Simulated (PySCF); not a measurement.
A GIAO shielding run with PySCF (density fitting, non-relativistic, gas phase) on `S(CC#C)c1c[c+]1OC`, [C7H7OS]+:

```
$ OMP_NUM_THREADS=1 python probes_run.py task.json out

{"job": {"kind": "nmr", "xc": "PBE0", "basis": "pcSseg-1"}, "charge": 1, "multiplicity": 1}
C      4.614076    -0.748390     0.387145
C      3.659278    -0.113188     0.043074
C      2.504725     0.629941    -0.385916
S      1.238663    -0.523949    -1.116934
C     -0.135016    -0.032364    -0.349905
C     -0.865953     0.770214     0.538094
C     -1.540042    -0.191267    -0.172864
O     -2.574200    -0.825451    -0.516779
C     -3.841880    -0.483804     0.075788
H      5.467934    -1.274991     0.698068
H      2.036380     1.151179     0.447580
H      2.772130     1.330880    -1.178440
H     -0.862773     1.563775     1.248426
H     -4.062575     0.573969    -0.068661
H     -3.838427    -0.723523     1.139449
H     -4.579919    -1.094085    -0.440283
```

Hardware: 1 thread of an Arm Neoverse V2, shared host. The job also computes population analyses, field gradients, ring-centre shieldings.

(1) How large is the calculation?

(2) How long does it take, and how much memory does it need?

Results:

(1) 72 electrons, 195 basis functions and 1029 auxiliary functions.

(2) 35 s of wall time, with 15 SCF cycles and 5 response iterations; peak memory 0.78 GiB. Times on a shared host scatter by some tens of per cent.
